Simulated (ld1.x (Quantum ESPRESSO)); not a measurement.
## P (Z = 15) RRKJ: all-electron and pseudo phase curves

```json
{
 "Element": "phosphorus (P)",
 "Generator": "ld1.x (Quantum ESPRESSO) 7.5",
 "Type": "norm-conserving RRKJ (Kleinman–Bylander form)",
 "Functional": "PW91",
 "Relativity": "non-relativistic",
 "Frozen core": "[Ne]",
 "Valence charge": "5",
 "Reference configuration": "3s2 3p3",
 "Partial waves": "3s (bound): rc 1.45 bohr; 3p (bound): rc 1.25 bohr; 3d channel at 0.4 Ry: rc 1.10 bohr",
 "Local potential": "the d channel",
 "Core correction": "a·sin(br)/r model core inside 0.85 bohr"
}
```

The phase is arctan(r·u′/u) with u = r·R(r), unwrapped; energies in Ry, scanned from -3 to 5 Ry. A pole is an energy at which the radial function vanishes at the test radius. The pseudo phase is shifted by a multiple of π to meet the all-electron one at the reference energy, and phase errors are pseudo minus all-electron; the curves can meet again beyond the range given. Levels narrower than the energy grid can be missing from the lists of poles.

| channel | radius (bohr) | reference energy (Ry) | poles, all-electron | poles, pseudo | unbroken range about the reference energy with phases within 0.05 rad | phase error 1 Ry above the reference energy (rad) |
| --- | --- | --- | --- | --- | --- | --- |
| s | 1.60 | -1.02 | 4.46 | 4.48 | above -2.7 | +0.004 |
| p | 1.60 | -0.41 | none | 3.40 | below 1.1 | -0.028 |
| d | 1.60 | 0.40 | none | none | the whole range | +0.000 |

Note: ghost state, extra bound levels that the all-electron valence spectrum of the same l lacks: s at -42.4 eV. A true bound ghost makes a file unfit for plane-wave use.

Phases in the d channel:

```tsv
E (Ry)	all-electron	pseudo
-3.00	1.228	1.229
-2.76	1.216	1.216
-2.52	1.203	1.203
-2.28	1.188	1.188
-2.04	1.171	1.171
-1.80	1.152	1.152
-1.56	1.130	1.130
-1.32	1.106	1.106
-1.08	1.077	1.077
-0.84	1.043	1.043
-0.60	1.003	1.004
-0.36	0.955	0.955
-0.12	0.896	0.896
0.12	0.823	0.823
0.36	0.730	0.730
0.60	0.610	0.610
0.84	0.455	0.455
1.08	0.258	0.258
1.32	0.019	0.019
1.56	-0.243	-0.242
1.80	-0.496	-0.495
2.04	-0.714	-0.713
2.28	-0.889	-0.888
2.52	-1.024	-1.024
2.76	-1.130	-1.129
3.00	-1.213	-1.212
3.24	-1.280	-1.278
3.48	-1.334	-1.333
3.72	-1.379	-1.378
3.96	-1.417	-1.416
4.20	-1.451	-1.449
4.44	-1.480	-1.478
4.68	-1.505	-1.504
4.92	-1.529	-1.527
```
